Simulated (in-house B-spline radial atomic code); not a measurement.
Settings and results of a run for neutral rubidium. Method: Dirac-Kohn-Sham PBEsol, spherical fractional occupations, Fermi nucleus of rms radius 4.2036 fm. Calculated with a radial B-spline atomic code at the basis-set limit.

Command:
```bash
python run_scf.py task.json out
```
Settings (nuclear radius in fm, mass in u):
```
Z                37
configuration    [Kr] 5s1
hamiltonian      dirac
method           pbesol
spin_polarised   False
nucleus          fermi
rms_radius       4.2036
atomic_mass      84.91179
speed_of_light   137.035999084
```

Output (hartree, bohr):
```
 radial grid: 78 intervals, B-splines of order 8, outer radius 50 bohr

 iter        energy (Eh)    residual
    1       -2979.084782    3.94e-01
    2       -2979.326370    1.15e-01
    3       -2979.570908    1.58e-02
    4       -2979.571622    6.68e-03
    5       -2979.571782    1.01e-03
    6       -2979.571786    5.01e-05
    7       -2979.571786    1.19e-05
    8       -2979.571786    2.04e-06
    9       -2979.571786    1.25e-07

 total energy                     -2979.57179
 kinetic                            3064.1099
 electron-nucleus                  -7196.2783
 Hartree                            1251.5132
 exchange-correlation                -98.9166

 first-order corrections (not in the total)
   Gaunt                             1.7362
   retardation                      -0.1680
   frequency dependence             -0.0083
   self-energy                       1.1621
   Uehling                          -0.1219
   Wichmann-Kroll                    0.0015
   recoil                            0.0139

 orbital      occ     eigenvalue          <r>       <r^2>       <1/r>     <1/r^2>       <r^4>       r_max    small
 1s1/2      2.000      -551.8637    0.0403112  0.00218936     37.8589     2993.49 1.23648e-05      0.0263  1.80e-02
 2s1/2      2.000       -73.7117     0.177657   0.0372706     8.49755     315.566  0.00240294      0.1497  3.61e-03
 2p1/2      2.000       -66.8713      0.15232   0.0284795     8.46992     102.665  0.00163454      0.1173  3.60e-03
 2p3/2      4.000       -64.6401     0.156406   0.0298989     8.15834     90.8877  0.00178398      0.1207  3.51e-03
 3s1/2      2.000       -10.9295     0.510818    0.299913     2.82158     53.6994    0.141854      0.4513  8.96e-04
 3p1/2      2.000        -8.4796     0.511926    0.306579     2.71025     17.0229      0.1575      0.4407  8.45e-04
 3p3/2      4.000        -8.1442     0.522418    0.319081     2.63541     15.1144    0.170457      0.4496  8.19e-04
 3d3/2      4.000        -3.8536     0.523303    0.335741     2.40148     7.48292     0.23506      0.3913  7.02e-04
 3d5/2      6.000        -3.7966     0.527098    0.340521     2.38204     7.34559    0.241687       0.394  6.95e-04
 4s1/2      2.000        -1.1720      1.45524     2.41713    0.922738     7.25108     9.23513        1.26  1.56e-04
 4p1/2      2.000        -0.6091      1.69968      3.3571    0.783128      1.9253     19.3392       1.408  1.16e-04
 4p3/2      4.000        -0.5766      1.73875      3.5153    0.763285     1.71529     21.2761       1.438  1.11e-04
 5s1/2      1.000        -0.0817      5.24948     31.6604     0.24022    0.468032     1649.47        4.41  1.18e-05
```

Cost of the run: 3 s on 1 thread of Arm Neoverse N1, on a shared host.

For the Dirac Hamiltonian the kinetic term is c α·p + (β - 1)c².
